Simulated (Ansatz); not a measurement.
Calculated with Ansatz (gas phase, PBE0-D4/def2-TZVP geometries, no zero-point term in ΔE). CBS: MP2 limit from def2 TZ/QZ plus the TZ coupled-cluster correction, frozen cores. This one scheme is used for every species. DFT in def2-TZVPP. HSE06 is defined as in plane-wave codes. Each species was taken in one conformer, which may not be the lowest.

Reaction (ligand exchange at the Si–N bond): `CN[SiH](C)S` + HCl → `C[SiH](S)Cl` + CH₃NH₂

| level | ΔE (kcal/mol) | difference from CCSD(T)/CBS |
| --- | --- | --- |
| B97M-V | -12.0 | -0.9 |
| HSE06-D4 | -12.0 | -0.9 |
| BHLYP-D4 | -11.2 | -0.1 |
| ωB97X-V | -11.5 | -0.4 |
| B2PLYP | -11.8 | -0.7 |
| BLYP | -12.8 | -1.7 |
| r2SCAN | -12.4 | -1.3 |
| MP2/def2-SVP | -10.8 | 0.3 |
| SCS-MP2/def2-TZVPP | -11.0 | 0.1 |
| MP2/CBS(def2) | -11.8 | -0.7 |
| CCSD(T)/CBS | -11.1 | 0 |

What do rigid-rotor, harmonic-oscillator terms from PBE0-D4/def2-TZVP frequencies (298.15 K, 1 bar) make of the CCSD(T)/CBS value? (Best estimate.)

The calculation gave: ΔZPE = +2.7 kcal/mol, ΔH = -9.0 kcal/mol, ΔS = 15 J/(mol·K), ΔG = -10.1 kcal/mol.

Largest T1 diagnostic among the species: 0.010.

The D4 term adds +1.4 kcal/mol with B3LYP and +0.9 kcal/mol with PBE0; it sums over pairs of atoms, weighted by their polarisabilities, and B3LYP, whose exchange is more repulsive, gets the larger term. Leaving LDA and LC-ωPBE aside and taking each functional with its dispersion term where it has one, the values, not all of them listed here, spread over 1.6 kcal/mol, from HSE06-D4 to CAM-B3LYP-D4. LDA lies +3.1 kcal/mol from PBE without D4.

B3LYP here is the variant with VWN-RPA as its local correlation; programs differ in this.
